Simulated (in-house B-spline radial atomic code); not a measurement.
Ga²⁴⁺. Computed with a B-spline radial atomic code. Model: all-electron spherical atom, spin shells full or empty, radial basis limit, no spin-orbit coupling: exact exchange with a local potential (Slater, KLI or optimised effective potential, whose far tail is KLI's), no correlation.

Exchange potential has not reached -1/r at the last radius.

The run also made RPA and GW results, which its time includes.

The Slater potential averages the orbital exchange potentials with the orbital densities as weights, KLI adds orbital constants, and the optimised effective potential minimises the exact-exchange energy among local potentials. So their energies lie above Hartree-Fock in the order OEP, KLI, Slater. All fall off as −1/r, unlike LDA and GGA exchange.

Command:
```bash
python run_gw.py task.json out
```
Settings (lengths in bohr, energies in hartree):
```
Z                      31
electrons              7
configuration          [He] 2s2 2p3
hamiltonian            nr
method                 kli
lmax                   9
spin_polarised         True
box_radius             3.58
intervals              63
```

Time taken, with all properties: 2.4 s on 1 thread of Arm Neoverse N1 (shared host).

Given: hamiltonian non-relativistic; mean-field start exchange-only KLI.

Computed: energy above Hartree-Fock 2.021 millihartree; virial ratio -E/T less 1 2.3e-05.

```tsv
radius (bohr)	r times exchange potential up (hartree bohr)	r times exchange potential down (hartree bohr)
0.00161	-0.042546	-0.045095
0.0019	-0.050172	-0.053178
0.00224	-0.059092	-0.062635
0.00264	-0.069546	-0.073721
0.00311	-0.081772	-0.086686
0.00366	-0.095989	-0.10177
0.00432	-0.1129	-0.11972
0.00509	-0.13241	-0.14042
0.006	-0.15511	-0.16454
0.00707	-0.18124	-0.19232
0.00833	-0.21118	-0.22418
0.00981	-0.24509	-0.26032
0.0116	-0.28416	-0.30203
0.0136	?	?
0.0161	-0.37231	-0.39656
0.0189	-0.41973	-0.44773
0.0223	-0.46976	-0.50207
0.0263	-0.51856	-0.55558
0.031	-0.56326	-0.60525
0.0365	-0.60064	-0.64739
0.043	-0.62843	-0.67833
0.0507	-0.6463	-0.6934
0.0597	-0.66012	-0.68688
0.0703	-0.68675	-0.65204
0.0829	-0.74917	-0.58625
0.0977	-0.85494	-0.52633
0.115	-0.98701	-0.55109
0.136	-1.126	-0.65358
0.16	-1.2434	-0.75945
0.188	-1.328	-0.84592
0.222	-1.3719	-0.91241
0.262	-1.3706	-0.95659
0.308	-1.3345	-0.98151
0.363	?	?
0.428	-1.2125	-0.99834
0.504	-1.1504	-0.99967
0.594	-1.0933	-0.99996
```

Q: What belongs in the row 0.0136?

A: r times exchange potential up (hartree bohr): -0.32515; r times exchange potential down (hartree bohr): -0.3459.

Q: What belongs in the row 0.363?

A: r times exchange potential up (hartree bohr): -1.2771; r times exchange potential down (hartree bohr): -0.99371.

| occupied | level (hartree) | Hartree-Fock level (hartree) |
| --- | --- | --- |
| 1s up | -424.71 | -430.59 |
| 1s down | -425.11 | -429.31 |
| 2s up | -91.848 | -92.363 |
| 2s down | ? | ? |
| 2p up | -88.26 | -88.261 |

Q: What belongs in the row 2s down?

A: level (hartree): -89.752; Hartree-Fock level (hartree): -89.753.

| empty | level (hartree) |
| --- | --- |
| 2p down | -85.908 |
| 3s up | -38.399 |
| 3s down | -37.821 |
| 3p up | -37.265 |
| 3p down | -36.637 |
| 3d up | ? |
| 3d down | -35.137 |
| 4s up | ? |
| 4s down | -20.797 |
| 4p up | -20.47 |
| 4p down | -20.306 |
| 4d up | -19.98 |
| 4d down | -19.73 |
| 4f up | -19.713 |

Q: What belongs in the row 3d up?

A: level (hartree): -36.031.

Q: What belongs in the row 4s up?

A: level (hartree): -20.946.

The highest level, 2p up, differs from Hartree-Fock by +0.033 eV and the deepest, 1s down, by +114 eV: a local potential can match the highest level but can't give each shell its own exchange.
